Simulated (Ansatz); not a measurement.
Reaction (redistribution): `O[SiH]([SiH3])S` + `[SiH3][GeH]1[CH2][NH]1` → `O[Si]([SiH3])([SiH3])S` + `[CH2]1[NH][GeH2]1`

Program: Ansatz. Geometries: PBE0-D4/def2-TZVP. ΔE: electronic, gas phase. CCSD(T)/CBS adds triple-zeta CCSD(T) − MP2 to the extrapolated MP2 energy (def2 sets, frozen cores). Functionals use def2-TZVPP. B3LYP here is the variant with VWN-RPA as its local correlation; programs differ in this. For Ge outer-core shells are correlated without core-valence functions, which leaves a few kJ/mol of doubt a bond. Scalar relativity is left out up to krypton. One conformer a species, not always the lowest.

`O[SiH]([SiH3])S`:

Cartesian coordinates in Å:
```
O 0.116 -1.063 -1.604
Si 0.458 0.049 -0.438
Si -1.521 0.377 0.757
S 1.966 -0.624 0.935
H 0.855 -1.473 -2.058
H 0.999 1.302 -1.033
H -1.352 1.546 1.660
H -1.812 -0.830 1.576
H -2.663 0.631 -0.161
H 2.954 0.085 0.365
```

`[SiH3][GeH]1[CH2][NH]1`:

```xyz
11

Si    1.585   -0.176   -1.095
Ge   -0.332    0.834   -0.179
C    -1.616   -0.332    0.674
N    -0.713    0.333    1.613
H     1.512   -0.222   -2.578
H     1.628   -1.562   -0.557
H     2.825    0.542   -0.702
H    -0.694    2.300   -0.416
H    -2.648    0.002    0.735
H    -1.513   -1.403    0.513
H    -0.033   -0.316    1.994
```

`O[Si]([SiH3])([SiH3])S`:

```xyz
13

O    -1.876   -0.037    0.829
Si   -0.275   -0.114    0.424
Si    0.190   -1.838   -1.102
Si    0.286    2.010   -0.373
S     0.980   -0.591    2.099
H    -2.240   -0.782    1.312
H     1.622   -1.796   -1.502
H    -0.656   -1.676   -2.315
H    -0.104   -3.166   -0.493
H     0.235    2.988    0.749
H    -0.639    2.455   -1.450
H     1.672    1.965   -0.911
H     0.805    0.583    2.733
```

`[CH2]1[NH][GeH2]1`:

Cartesian coordinates in Å:
```
C -0.168 0.430 0.855
N 0.114 0.998 -0.477
Ge 0.365 -0.865 -0.454
H 0.532 0.737 1.626
H -1.200 0.397 1.199
H -0.736 1.292 -0.946
H -0.719 -1.706 -1.120
H 1.812 -1.282 -0.682
```

```json
{"level": "B3LYP-D4", "ΔE (kJ/mol)": "21.7", "difference from CCSD(T)/CBS": "-3.4"}
{"level": "PBE", "ΔE (kJ/mol)": "21.5", "difference from CCSD(T)/CBS": "-3.6"}
{"level": "r2SCAN", "ΔE (kJ/mol)": "23.5", "difference from CCSD(T)/CBS": "-1.6"}
{"level": "PBE0", "ΔE (kJ/mol)": "22.2", "difference from CCSD(T)/CBS": "-2.9"}
{"level": "B3LYP", "ΔE (kJ/mol)": "27.1", "difference from CCSD(T)/CBS": "2.0"}
{"level": "HF/def2-TZVPP", "ΔE (kJ/mol)": "27.0", "difference from CCSD(T)/CBS": "1.9"}
{"level": "MP2/def2-TZVPP", "ΔE (kJ/mol)": "27.9", "difference from CCSD(T)/CBS": "2.8"}
{"level": "CCSD(T)/def2-TZVPP", "ΔE (kJ/mol)": "24.6", "difference from CCSD(T)/CBS": "-0.5"}
{"level": "SCS-MP2/def2-QZVPP", "ΔE (kJ/mol)": "27.8", "difference from CCSD(T)/CBS": "2.7"}
{"level": "HF/CBS(def2)", "ΔE (kJ/mol)": "26.6", "difference from CCSD(T)/CBS": "1.5"}
{"level": "CCSD(T)/CBS", "ΔE (kJ/mol)": "25.1", "difference from CCSD(T)/CBS": "0"}
```

Largest T1 diagnostic among the species: 0.013.

The D4 term adds −5.5 kJ/mol with B3LYP and −3.1 kJ/mol with PBE0; it sums over pairs of atoms, weighted by their polarisabilities, and B3LYP, whose exchange is more repulsive, gets the larger term.
